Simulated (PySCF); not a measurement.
Species: AuCl3(PH3) (singlet state).
Z-matrix (Å and degrees, PBE0-D3(BJ)/def2-SVP geometry), rows numbered from 1:
```
Au
Cl  1  2.3252
Cl  1  2.2960  2   93.86
Cl  1  2.3083  2  173.57  3  -178.38
P   1  2.3098  2   83.07  3   179.79
H   5  1.4106  1  114.18  2    57.93
H   5  1.4108  1  113.96  2   -60.16
H   5  1.4127  1  116.28  2   179.05
```

The closed-shell ground state was solved at several levels (PySCF, density fitting, gas phase). Atoms past krypton carry effective core potentials; spin–orbit coupling is left out.

| level | basis functions | total energy (Eh) | HOMO (eV) | LUMO (eV) | gap (eV) | dipole (D) |
| --- | --- | --- | --- | --- | --- | --- |
| PBE0/pcSseg-1 (def2-TZVP on Au) | 151 | -1858.8968 | -8.02 | -4.11 | 3.91 | 8.30 |
| CAM-B3LYP/def2-SVPD | 164 | -1859.0183 | -9.38 | -3.26 | 6.12 | 8.12 |

(1) Estimate the row for KT2/pcSseg-1 (def2-TZVP on Au), a basis of 151 functions; the other rows only guide the guess.

(2) Over all these levels, which gives the widest orbital gap and which the narrowest?

(3) How far do the dipole and the HOMO energy spread over the levels?

## Answers

(1) Total energy -1873.2944 Eh, HOMO -6.78 eV, LUMO -4.90 eV, gap 1.88 eV, dipole 7.84 D.

(2) CAM-B3LYP/def2-SVPD (range-separated hybrid) has the widest, 6.12 eV, and KT2/pcSseg-1 (def2-TZVP on Au) (GGA) the narrowest, 1.88 eV. Functional and basis both differ between the two, so the spread mixes both effects.

(3) The dipole runs from 7.84 to 8.30 D (mean 8.09 D) and the HOMO from -9.38 to -6.78 eV.
